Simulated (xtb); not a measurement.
C$_{2}$H$_{4}$O$_{2}$, triplet, at a GFN2-xTB geometry (a higher spin typed on purpose: for a closed-shell molecule this is an excited state); xtb 6.7.1 with GFN2-xTB with GBSA(acetonitrile).

xtb was given this input:
```
$ xtb mol.xyz --gfn 2 --uhf 2 --gbsa acetonitrile --json

# file mol.xyz
8

C     -1.29370611    -0.45495980     0.07134256
C      0.08819231     0.33727888     0.11862454
O      0.99930282    -0.36540853     0.85431055
O      0.29821376     0.79544544    -1.06284776
H     -2.03228451     0.19607021    -0.38031375
H     -1.19809768    -1.37897758    -0.49959502
H     -1.51107589    -0.65825986     1.11601260
H      1.59440817    -0.89304257     0.29239111
```

Task: What does xtb print? Leave out banner, timings and long lists.

Result: 
```
   ID    Z sym.   atoms
    1    6 C      1, 2
    2    8 O      3, 4
    3    1 H      5-8

           -------------------------------------------------
          |                Calculation Setup                |
           -------------------------------------------------

           -------------------------------------------------
          |                 G F N 2 - x T B                 |
           -------------------------------------------------

      * Solvation model:               GBSA
        Solvent                        acetonitrile
        Parameter file                 internal GFN2-xTB/GBSA
        Dielectric constant                3.7500E+01
        Reference state                gsolv [1 M gas/solution]
        Free energy shift                  2.0473E-03 Eh       1.2847E+00 kcal/mol
        Temperature                        2.9815E+02 K
        Density                            7.8600E-01 kg/L
        Solvent mass                       4.1050E+01 g/mol
        Interaction kernel             Still
        Born radius scaling (c1)           1.5800E+00
        Born radii integrator          GBOBC
        Born offset                        1.3788E-02 a0       2.6056E-02 AA
        H-bond correction              true
        Ion screening                  false
        Surface tension                    1.0000E-05 Eh       1.5569E+01 dyn/cm
        Grid points                               230 per atom

          ...................................................
          :                      SETUP                      :
          :.................................................:
          :  # basis functions                  20          :
          :  # atomic orbitals                  20          :
          :  # shells                           12          :
          :  # electrons                        24          :
          :  max. iterations                   250          :
          :  Hamiltonian                  GFN2-xTB          :
          :  restarted?                      false          :
          :  GBSA solvation                   true          :
          :  PC potential                    false          :
          :  electronic temp.          300.0000000     K    :
          :  accuracy                    1.0000000          :
          :  -> integral cutoff          0.2500000E+02      :
          :  -> integral neglect         0.1000000E-07      :
          :  -> SCF convergence          0.1000000E-05 Eh   :
          :  -> wf. convergence          0.1000000E-03 e    :
          :  Broyden damping             0.4000000          :
          :  net charge                          0          :
          :  unpaired electrons                  2          :
          ...................................................

 iter      E             dE          RMSdq      gap      omega  full diag
   1    -14.3827058 -0.143827E+02  0.417E+00    9.29       0.0  T
   2    -14.3915832 -0.887736E-02  0.229E+00    8.96       1.0  T
   3    -14.3899370  0.164622E-02  0.142E+00    9.20       1.0  T
   4    -14.3957213 -0.578436E-02  0.193E-01    9.12       1.0  T
   5    -14.3957632 -0.418401E-04  0.102E-01    9.12       1.0  T
   6    -14.3957658 -0.261223E-05  0.207E-02    9.12       1.7  T
   7    -14.3957661 -0.338164E-06  0.796E-03    9.12       4.4  T
   8    -14.3957662 -0.555615E-07  0.207E-03    9.12      17.1  T
   9    -14.3957662 -0.169276E-08  0.756E-04    9.12      46.8  T
  10    -14.3957662 -0.274915E-08  0.171E-04    9.12     207.1  T

   *** convergence criteria satisfied after 10 iterations ***

 transition dipole moment (au) for excitation:          12          13
     X       Y       Z
   0.1058   0.1809   0.0483  total (au/Debye):    0.215   0.547
 dE (eV)             :    3.549
 oscillator strength :  0.56888E-02

         :::::::::::::::::::::::::::::::::::::::::::::::::::::
         ::                     SUMMARY                     ::
[...]
         :: total energy             -14.289768765029 Eh    ::
[...]
         3        2.0000           -0.6447368             -17.5442
         4        2.0000           -0.6187292             -16.8365
         5        2.0000           -0.5819181             -15.8348
         6        2.0000           -0.5572762             -15.1643
         7        2.0000           -0.5505925             -14.9824
         8        2.0000           -0.5115031             -13.9187
         9        2.0000           -0.4989792             -13.5779
        10        2.0000           -0.4807553             -13.0820
        11        2.0000           -0.4674144             -12.7190
        12        1.0000           -0.4213565             -11.4657
        13        1.0000           -0.2909371              -7.9168 (HOMO)
        14                          0.0442821               1.2050 (LUMO)
        15                          0.0895947               2.4380
        16                          0.1387668               3.7760
        17                          0.1739159               4.7325
        18                          0.2021317               5.5003
        19                          0.2209580               6.0126
        20                          0.4116417              11.2013
      -------------------------------------------------------------
                  HL-Gap            0.3352192 Eh            9.1218 eV
             Fermi-level           -0.2838565 Eh           -7.7241 eV

     #   Z          covCN         q      C6AA      α(0)
     1   6 C        3.743    -0.093    22.358     6.746
     2   6 C        2.674     0.223    23.297     7.898
     3   8 O        1.657    -0.406    20.959     6.180
     4   8 O        0.857    -0.392    21.526     6.220
     5   1 H        0.925     0.095     1.833     2.117
     6   1 H        0.924     0.095     1.831     2.116
     7   1 H        0.925     0.123     1.591     1.973
     8   1 H        0.804     0.355     0.576     1.192

 Mol. C6AA /au·bohr⁶  :        548.458583
 Mol. C8AA /au·bohr⁸  :      11854.262649
 Mol. α(0) /au        :         34.441945

Wiberg/Mayer (AO) data.
largest (>0.10) Wiberg bond orders for each atom

 ---------------------------------------------------------------------------
     #   Z sym  total        # sym  WBO       # sym  WBO       # sym  WBO
 ---------------------------------------------------------------------------
     1   6 C    3.858 --     5 H    0.981     6 H    0.966     7 H    0.943
                             2 C    0.734     4 O    0.192
     2   6 C    3.348 --     4 O    1.500     3 O    1.063     1 C    0.734
     3   8 O    2.104 --     2 C    1.063     8 H    0.835     4 O    0.151
     4   8 O    1.888 --     2 C    1.500     1 C    0.192     3 O    0.151
     5   1 H    0.991 --     1 C    0.981
     6   1 H    0.990 --     1 C    0.966
     7   1 H    0.984 --     1 C    0.943
     8   1 H    0.872 --     3 O    0.835
 ---------------------------------------------------------------------------

Topologies differ in total number of bonds
Writing topology from bond orders to xtbtopo.mol

molecular dipole:
                 x           y           z       tot (Debye)
 q only:       -0.581      -1.052       0.468
   full:       -0.493      -1.248       0.311       3.502
molecular quadrupole (traceless):
                xx          xy          yy          xz          yz          zz
 q only:        4.510      -1.381      -0.271      -0.655       1.851      -4.238
  q+dip:        4.894      -1.914       0.158      -1.265       2.662      -5.052
   full:        5.459      -1.786      -0.093      -1.281       2.612      -5.365

           -------------------------------------------------
          | TOTAL ENERGY              -14.289768765029 Eh   |
          | GRADIENT NORM               0.009122467615 Eh/α |
          | HOMO-LUMO GAP               9.121779610841 eV   |
           -------------------------------------------------

normal termination of xtb
```
